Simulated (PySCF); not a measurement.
HKO (SMILES [OH][K]), singlet, geometry from GFN2-xTB (such geometries of metal compounds can be far from the true shape); M062X/pcseg-1 in PySCF.

PySCF was given this input:
```python
from pyscf import gto, scf, dft

mol = gto.M(
    atom='''
K    -0.515992   -0.253325   -0.435053
O     1.047786    0.444316    0.880931
H     1.421565    1.258641    1.218564
''',
    basis='pcseg-1',
    charge=0,
    spin=0,
    verbose=4,
)

mf = dft.RKS(mol)
mf.xc = 'm062x'
mf.diis = False
mf.max_cycle = 100
mf.kernel()
```

What the program printed (banner, timings and long lists left out):

```
PySCF version 2.14.0

[INPUT] verbose = 4
[INPUT] num. atoms = 3
[INPUT] num. electrons = 28
[INPUT] charge = 0
[INPUT] spin (= nelec alpha-beta = 2S) = 0
[INPUT] symmetry False subgroup None
[INPUT] Mole.unit = angstrom
[INPUT] Symbol           X                Y                Z      unit          X                Y                Z       unit  Magmom
[...]
nuclear repulsion = 45.0605955868362
number of shells = 8
number of NR pGTOs = 96
number of NR cGTOs = 43
basis = pcseg-1
ecp = {}

******** <class 'pyscf.dft.rks.RKS'> ********
method = RKS
initial guess = minao
damping factor = 0
level_shift factor = 0
DIIS disabled
SCF conv_tol = 1e-09
SCF conv_tol_grad = None
SCF max_cycles = 100
direct_scf = True
direct_scf_tol = 1e-13
XC library pyscf.dft.libxc version 7.1.2
    S. Lehtola, C. Steigemann, M. J. T. Oliveira, and M. A. L. Marques,  SoftwareX 7, 1–5 (2018)
XC functionals = m062x
    Y. Zhao and D. G. Truhlar,  Theor. Chem. Acc. 120, 215 (2008)
    Y. Zhao and D. G. Truhlar,  Theor. Chem. Acc. 120, 215 (2008)
radial grids:
    Treutler-Ahlrichs [JCP 102, 346 (1995); DOI:10.1063/1.469408] (M4) radial grids

becke partition: Becke, JCP 88, 2547 (1988); DOI:10.1063/1.454033
pruning grids: <function nwchem_prune>
grids dens level: 3
symmetrized grids: False
atomic radii adjust function: <function treutler_atomic_radii_adjust>
small_rho_cutoff = 0
Set gradient conv threshold to 3.16228e-05
Initial guess from minao.
tot grids = 43936
init E= -675.391880553684
[...]
cycle= 1 E= -675.476547766756  delta_E= -0.0847  |g|= 0.877  |ddm|= 1.56
[...]
cycle= 2 E= -673.726520258192  delta_E= 1.75  |g|= 2.32  |ddm|= 2.67
[...]
cycle= 3 E= -673.506284598153  delta_E= 0.22  |g|=  3.1  |ddm|= 3.49
[...]
cycle= 4 E= -664.13642120215  delta_E= 9.37  |g|= 3.38  |ddm|=  6.1
[...]
cycle= 5 E= -649.733733056376  delta_E= 14.4  |g|= 6.55  |ddm|= 10.9
[...]
cycle= 6 E= -646.514917687349  delta_E= 3.22  |g|= 2.58  |ddm|= 10.6
[...]
cycle= 7 E= -629.104084297245  delta_E= 17.4  |g|= 7.15  |ddm|= 12.5
[...]
cycle= 8 E= -646.442017080776  delta_E= -17.3  |g|= 2.38  |ddm|= 12.6
[...]
cycle= 9 E= -629.228871680846  delta_E= 17.2  |g|= 7.17  |ddm|= 12.6
[...]
cycle= 10 E= -646.445665200938  delta_E= -17.2  |g|= 2.39  |ddm|= 12.6
[...]
cycle= 11 E= -629.23234307956  delta_E= 17.2  |g|= 7.18  |ddm|= 12.6
[...]
cycle= 12 E= -646.446043779592  delta_E= -17.2  |g|= 2.38  |ddm|= 12.6
[...]
cycle= 13 E= -629.232415024852  delta_E= 17.2  |g|= 7.18  |ddm|= 12.6
[...]
[...]
[...]
cycle= 69 E= -629.232418516961  delta_E= 17.2  |g|= 7.18  |ddm|= 12.6
[...]
cycle= 70 E= -646.446064263181  delta_E= -17.2  |g|= 2.38  |ddm|= 12.6
[...]
cycle= 71 E= -629.232418516962  delta_E= 17.2  |g|= 7.18  |ddm|= 12.6
[...]
cycle= 72 E= -646.446064263181  delta_E= -17.2  |g|= 2.38  |ddm|= 12.6
[...]
cycle= 73 E= -629.232418516963  delta_E= 17.2  |g|= 7.18  |ddm|= 12.6
[...]
cycle= 74 E= -646.446064263181  delta_E= -17.2  |g|= 2.38  |ddm|= 12.6
[...]
cycle= 75 E= -629.232418516963  delta_E= 17.2  |g|= 7.18  |ddm|= 12.6
[...]
cycle= 76 E= -646.44606426318  delta_E= -17.2  |g|= 2.38  |ddm|= 12.6
[...]
cycle= 77 E= -629.232418516962  delta_E= 17.2  |g|= 7.18  |ddm|= 12.6
[...]
cycle= 78 E= -646.44606426318  delta_E= -17.2  |g|= 2.38  |ddm|= 12.6
[...]
cycle= 79 E= -629.232418516962  delta_E= 17.2  |g|= 7.18  |ddm|= 12.6
[...]
cycle= 80 E= -646.446064263181  delta_E= -17.2  |g|= 2.38  |ddm|= 12.6
[...]
cycle= 81 E= -629.23241851696  delta_E= 17.2  |g|= 7.18  |ddm|= 12.6
[...]
cycle= 82 E= -646.44606426318  delta_E= -17.2  |g|= 2.38  |ddm|= 12.6
[...]
cycle= 83 E= -629.232418516961  delta_E= 17.2  |g|= 7.18  |ddm|= 12.6
[...]
cycle= 84 E= -646.446064263181  delta_E= -17.2  |g|= 2.38  |ddm|= 12.6
[...]
cycle= 85 E= -629.232418516962  delta_E= 17.2  |g|= 7.18  |ddm|= 12.6
[...]
cycle= 86 E= -646.446064263181  delta_E= -17.2  |g|= 2.38  |ddm|= 12.6
[...]
cycle= 87 E= -629.232418516961  delta_E= 17.2  |g|= 7.18  |ddm|= 12.6
[...]
cycle= 88 E= -646.446064263181  delta_E= -17.2  |g|= 2.38  |ddm|= 12.6
[...]
cycle= 89 E= -629.232418516961  delta_E= 17.2  |g|= 7.18  |ddm|= 12.6
[...]
cycle= 90 E= -646.446064263181  delta_E= -17.2  |g|= 2.38  |ddm|= 12.6
[...]
cycle= 91 E= -629.232418516961  delta_E= 17.2  |g|= 7.18  |ddm|= 12.6
[...]
cycle= 92 E= -646.44606426318  delta_E= -17.2  |g|= 2.38  |ddm|= 12.6
[...]
cycle= 93 E= -629.232418516962  delta_E= 17.2  |g|= 7.18  |ddm|= 12.6
[...]
cycle= 94 E= -646.44606426318  delta_E= -17.2  |g|= 2.38  |ddm|= 12.6
[...]
cycle= 95 E= -629.232418516962  delta_E= 17.2  |g|= 7.18  |ddm|= 12.6
[...]
cycle= 96 E= -646.446064263181  delta_E= -17.2  |g|= 2.38  |ddm|= 12.6
[...]
cycle= 97 E= -629.232418516962  delta_E= 17.2  |g|= 7.18  |ddm|= 12.6
[...]
cycle= 98 E= -646.446064263181  delta_E= -17.2  |g|= 2.38  |ddm|= 12.6
[...]
cycle= 99 E= -629.232418516962  delta_E= 17.2  |g|= 7.18  |ddm|= 12.6
[...]
cycle= 100 E= -646.44606426318  delta_E= -17.2  |g|= 2.38  |ddm|= 12.6
SCF not converged.
SCF energy = -646.44606426318
```

The run did not converge; its last values are not results.
